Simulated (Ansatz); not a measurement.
BFO, charge +1, doublet, at a GFN2-xTB geometry (a state made from the parent by changing its charge; the spin is typed, not shown lowest). Base run: Ansatz (a first-principles code) with B3LYP/cc-pVTZ.

Ansatz was given this input:
Ansatz 0.2 input:
```yaml
crystal:
  periodic: [false, false, false]
  atoms:
    - {symbol: F, position_ang: [-0.00000000, -0.00000000, -1.18647100]}
    - {symbol: B, position_ang: [0.00000000, 0.00000000, 0.07261760]}
    - {symbol: O, position_ang: [0.00000000, 0.00000000, 1.28939388]}
basis:
  gaussian:
    orbitals: cc-pVTZ
hamiltonian:
  xc: b3lyp
total_charge: 1
magnetization: {spin_polarized: true, initial_magnetization: 1}
```

The base run was repeated with changes; each row names its change, and settings that it needs were set with it.

```
change                                              ΔE vs base (mEh)
--------------------------------------------------  ----------------
base                                                           0.000
occupation = up:A1:8 B1:1 B2:2 down:A1:7 B1:2 B2:1             396.4
occupation = up:A1:6 B1:3 B2:2 down:A1:7 B1:2 B2:1             483.2
occupation = up:A1:7 B1:2 B2:2 down:A1:7 B1:2 B2:1             0.000
occupation = up:A1:7 B1:3 B2:1 down:A1:7 B1:2 B2:1             444.8
symmetry_tolerance_ang = 0.01                                  0.000
occupation = up:A1:6 B1:2 B2:3 down:A1:7 B1:2 B2:1             468.8
```
